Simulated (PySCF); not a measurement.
## CH3ClGa, SMILES `[CH3][Ga][Cl]` (charge 0, multiplicity 2)

Level of theory: PBE-D3(BJ)/def2-TZVP // PBE0-D4/def2-TZVP in PySCF.

```
Property                                              Result
-----------------------------  -----------------------------
highest occupied spin orbital                       -4.90 eV
dipole moment                                         2.49 D
total energy                                   -2424.4877 Ha
cost                           around 4 core-minutes (rough)
```

```xyz
6

C     -0.7274     0.0074     0.0027
Ga     1.0463     0.9155    -0.1808
Cl     2.7674    -0.4090     0.0458
H     -0.7180    -0.8658    -0.6530
H     -0.8195    -0.3209     1.0406
H     -1.5488     0.6728    -0.2553
```
Charge 0, spin multiplicity 2.
